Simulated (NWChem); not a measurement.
System: PbNH2Cl, singlet; SMILES [NH2][Pb][Cl]

```xyz
5

Pb    -0.2532    -0.3734    -0.0001
Cl     0.1907     2.0910    -0.0004
N      1.8188    -0.8355     0.0015
H      2.2305    -1.7641     0.0017
H      2.5310    -0.1099     0.0018
```
Atoms are numbered in this order, from 1.

Level: PBE0/def2-SVP with def2 effective core potentials on Pb (NWChem), optimised geometry, unscaled harmonic frequencies. Low-valent species are run as closed-shell singlets; no triplet was tried in these runs. def2 effective core potentials on Pb; no spin-orbit coupling.

```
frequency (cm⁻¹)  IR intensity (km/mol)
----------------  ---------------------
129                                 1.3
297                               201.9
314                                48.3
444                                30.9
558                                68.3
596                                23.7
1482                                7.6
3570                               24.7
3698                               24.5
```

The zero-point energy is 15.8 kcal/mol. The thermal correction to the enthalpy at 298.15 K (with zero-point energy) is 19.5 kcal/mol, the heat capacity Cv is 14.8 cal/(mol K) and the entropy at 298.15 K and 1 atm (symmetry number 1) comes out as 76.7 cal/(mol K).

Rigid rotor and harmonic oscillator.
